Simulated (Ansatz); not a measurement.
Molecule: sum formula Si2N2H8, net charge 0, singlet state. 
Geometry from a B3LYP-D3(BJ)/def2-TZVP (Ansatz, an electronic-structure program) optimisation:
SMILES: N[SiH2]N[SiH3]
```xyz
12

N      2.2216     0.9187    -0.0011
Si     1.0984    -0.3576    -0.2317
N     -0.3869     0.0113     0.5648
Si    -2.0129    -0.1240    -0.0083
H      2.0493     1.8538    -0.3341
H      3.2059     0.7277     0.0922
H      1.7970    -1.5497     0.3087
H      0.6933    -0.6302    -1.6328
H     -0.2888     0.2867     1.5341
H     -1.9949    -0.0504    -1.4854
H     -2.8255     0.9869     0.5454
H     -2.6764    -1.3935     0.3853
```

Computed values are from Ansatz. Correlated levels leave the core frozen unless marked. UHF or UKS for open shells. No spin-orbit coupling. No relativistic terms. CBS(X,Y): correlation extrapolated as X^-3; Hartree-Fock from the larger set. [CCSD(T)-MP2]/basis is that difference in the basis named.

### Question
What is the total energy at CCSD(T)/CBS(aug-cc-pV(T+d)Z,aug-cc-pV(Q+d)Z)?

### Answer
-692.4404 Eh.

### Question
What is the vertical triplet-singlet gap at RI-MP2/CBS(aug-cc-pV(T+d)Z,aug-cc-pV(Q+d)Z)+[CCSD(T)-MP2]/aug-cc-pV(T+d)Z?

### Answer
6.18 eV.

### Question
What is the dipole moment at CCSD(T)/aug-cc-pV(D+d)Z?

### Answer
1.53 D.

### Question
What is the T1 diagnostic at CCSD/aug-cc-pV(Q+d)Z?

### Answer
0.011.

### Question
What is the vertical ionisation energy (to the doublet) at RI-MP2/CBS(aug-cc-pV(T+d)Z,aug-cc-pV(Q+d)Z)+[CCSD(T)-MP2]/aug-cc-pV(T+d)Z?

### Answer
9.85 eV.
